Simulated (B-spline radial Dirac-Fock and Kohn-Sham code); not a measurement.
Kr²⁺ 4s: cross section and angular parameters

System: the Kr²⁺ ion in the configuration 1s2 2s2 2p6 3s2 3p6 3d10 4s2 4p4; threshold 51.15 eV (orbital energy of the model). Model: Dirac-Hartree-Slater photoionisation with a Latter tail; cross sections with all multipoles, angular parameters from the dipole term and its interference with E2. Program: an atomic code on a B-spline grid.

For linearly polarised light dσ/dΩ = σ/(4π) [1 + β P₂(cos θ) + (δ + γ cos²θ) sin θ cos φ], with θ from the polarisation vector and φ the angle between the beam and the projection of the electron momentum on the plane normal to the polarisation.

```csv
hν (eV),σ (kb),β,γ
80,213,1.988,0.085
98,?,?,?
128,144,1.993,0.207
200,81.0,1.995,0.252
264,53.8,1.996,0.239
300,44.4,1.996,0.228
426,26.2,1.997,0.180
520,19.2,1.997,0.140
542,17.9,1.997,0.131
563,16.8,1.997,0.122
619,14.4,1.997,0.100
644,13.5,1.997,0.090
762,10.3,1.997,0.049
793,9.59,1.998,0.040
931,7.31,1.998,0.003
1253.6,4.34,1.998,-0.053
1470,3.26,1.998,-0.070
1486.9,3.19,1.998,-0.071
1530,3.03,1.998,-0.072
2040,1.77,1.998,-0.063
2420,1.28,1.998,-0.032
2750,0.993,1.998,0.005
3440,0.634,1.998,0.101
3610,0.575,1.998,0.127
6000,0.197,1.998,0.521
8047.8,0.102,1.998,0.845
8450,0.0917,1.998,0.906
11500,0.0448,1.997,1.335
12000,0.0405,1.997,1.400
12800,0.0347,1.997,1.502
```

Problem. Give the values at 98 eV.

Solution. σ = 185 kb, β = 1.991, γ = 0.144. For an s subshell δ is negligible.

Values without a named source are computed, but for edge energies of neutral atoms, which are taken from tables.
